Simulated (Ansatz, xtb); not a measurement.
Two isomers of C4H9PSSi

Structure a is `[SiH3]C1=CC[P@H](=S)C1`, a singlet and structure b is `C=C[Si@]1(P)CCS1`, a singlet. Both are isolated molecules in the gas phase, relaxed with B3LYP/def2-SVP; the shapes shown needn't be the lowest conformers.

a (Å):

```xyz
16

C     0.5576   -0.6718   -0.1867
C     1.0174   -1.3402   -1.2672
C     1.4821   -0.5367   -2.4554
C     0.5766    0.8426   -0.3132
P     0.7600    1.1515   -2.1427
S     1.6541    2.7543   -2.7998
Si   -0.0443   -1.5309    1.3753
H     0.0407   -3.0076    1.1891
H     0.7874   -1.1248    2.5470
H    -1.4570   -1.1396    1.6614
H     1.0667   -2.4340   -1.3003
H     1.1604   -0.9456   -3.4262
H     2.5811   -0.4304   -2.4915
H    -0.5827    0.9536   -2.5849
H     1.4497    1.2951    0.1893
H    -0.3218    1.3414    0.0844
```

b (Å):

```json
{"atom": "C", "x (Å)": "-1.1376", "y (Å)": "-1.7148", "z (Å)": "1.0172"}
{"atom": "C", "x (Å)": "0.0917", "y (Å)": "-1.4922", "z (Å)": "0.5294"}
{"atom": "C", "x (Å)": "1.0230", "y (Å)": "1.5093", "z (Å)": "-0.2330"}
{"atom": "C", "x (Å)": "-0.2808", "y (Å)": "2.2182", "z (Å)": "-0.6862"}
{"atom": "P", "x (Å)": "1.9095", "y (Å)": "-1.2234", "z (Å)": "-2.2692"}
{"atom": "S", "x (Å)": "-1.2682", "y (Å)": "0.8547", "z (Å)": "-1.5252"}
{"atom": "Si", "x (Å)": "0.4741", "y (Å)": "-0.2265", "z (Å)": "-0.8008"}
{"atom": "H", "x (Å)": "-2.0046", "y (Å)": "-1.1503", "z (Å)": "0.6550"}
{"atom": "H", "x (Å)": "-1.3292", "y (Å)": "-2.4666", "z (Å)": "1.7916"}
{"atom": "H", "x (Å)": "0.9260", "y (Å)": "-2.0920", "z (Å)": "0.9213"}
{"atom": "H", "x (Å)": "1.6952", "y (Å)": "-0.2621", "z (Å)": "-3.3032"}
{"atom": "H", "x (Å)": "0.9334", "y (Å)": "-2.1386", "z (Å)": "-2.7716"}
{"atom": "H", "x (Å)": "1.9102", "y (Å)": "1.8888", "z (Å)": "-0.7637"}
{"atom": "H", "x (Å)": "1.2132", "y (Å)": "1.6049", "z (Å)": "0.8472"}
{"atom": "H", "x (Å)": "-0.1102", "y (Å)": "3.0327", "z (Å)": "-1.4048"}
{"atom": "H", "x (Å)": "-0.8674", "y (Å)": "2.6153", "z (Å)": "0.1544"}
```

Problem. Estimate E(b) − E(a) at the level CCSD(T)/def2-SVP + ΔMP2/def2-TZVPP.

Solution. Calculated at CCSD(T)/def2-SVP + ΔMP2/def2-TZVPP: E(b) − E(a) = −0.106 eV, so structure b lies lower.

The same difference at several levels:

```tsv
level	geometry	E(b) − E(a) (eV)	departure from the last row (eV)	job, with rough time for the two
GFN2-xTB	GFN2-xTB	+1.388	+1.494	optimisation, 0.44 s
HF/STO-3G	GFN2-xTB	−1.935	−1.829	single point, 0.54 s
r2SCAN-D4/def2-SVP	GFN2-xTB	−0.075	+0.031	single point, 6.1 s
B3LYP/def2-SVP	B3LYP/def2-SVP	−0.251	−0.145	optimisation, 83 s
HF/def2-SVP	B3LYP/def2-SVP	−0.157	−0.051	part of the CCSD(T) run
MP2/def2-SVP	B3LYP/def2-SVP	−0.156	−0.050	part of the CCSD(T) run
CCSD(T)/def2-SVP	B3LYP/def2-SVP	−0.296	−0.190	single point
CCSD(T)/def2-SVP + ΔMP2/def2-TZVPP	B3LYP/def2-SVP	−0.106		single point, 1.7 min
```

As drawn, b has 1 C–Si, 1 P–Si, 1 C–S, 1 S–Si, 2 C–H, 1 P–H in place of 1 C–C, 2 C–P, 1 P=S, 3 Si–H. Structure a has a 5-membered ring, b a 4-membered ring.

GFN2-xTB puts the two in the other order. The largest departure from CCSD(T)/def2-SVP + ΔMP2/def2-TZVPP is that of HF/STO-3G, 1.829 eV. The last row adds to CCSD(T) the change of the MP2 difference between the two basis sets, here +0.190 eV, a large step that makes the value less sure.

With thermal terms from frequencies at re-optimised GFN2-xTB minima (ideal gas, soft modes damped towards free rotors, one conformer each, 298.15 K, 1 atm): on the last row, ΔE + ΔZPE = +0.026, ΔH = +0.061, ΔG = −0.040 eV. The zero-point term alone reverses the order.

The correlated steps freeze 19 core orbitals. Run with Ansatz 0.2.0, xtb 6.7.1; the last row on 4 threads of Arm Neoverse V1 on a shared host.
